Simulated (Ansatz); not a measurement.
iron atom (Fe), quintet. Base run: B3LYP/cc-pVTZ in Ansatz (a first-principles code).

Input for Ansatz:
Ansatz 0.2 input:
```yaml
crystal:
  periodic: [false, false, false]
  atoms:
    - {symbol: Fe, position_ang: [0.00000000, 0.00000000, 0.00000000]}
basis:
  gaussian:
    orbitals: cc-pVTZ
hamiltonian:
  xc: b3lyp
magnetization: {spin_polarized: true, initial_magnetization: 4}
```

Each row names what was changed in the base input (with any setting that the change needs).

```tsv
change	basis functions	E (Eh)	core-seconds (rough)
base	68	-1263.72529	6
basis = 3-21G	29	-1257.56914	2
basis = 6-31G	29	-1263.51923	3
basis = pcseg-1	31	-1263.55470	3
basis = def2-SVPD	34	-1263.51801	2
basis = 6-31G*	36	-1263.51972	2
basis = cc-pVDZ	43	-1263.71952	4
basis = def2-TZVP	45	-1263.69772	3
basis = pcseg-2	56	-1263.72560	4
basis = aug-cc-pVDZ	59	-1263.71970	7
basis = aug-cc-pVTZ	93	-1263.72537	20
basis = def2-QZVPP	100	-1263.72615	10
basis = cc-pVQZ	104	-1263.72863	10
```

Totals compare only among sets that treat the same electrons; sets with core potentials leave the core out.
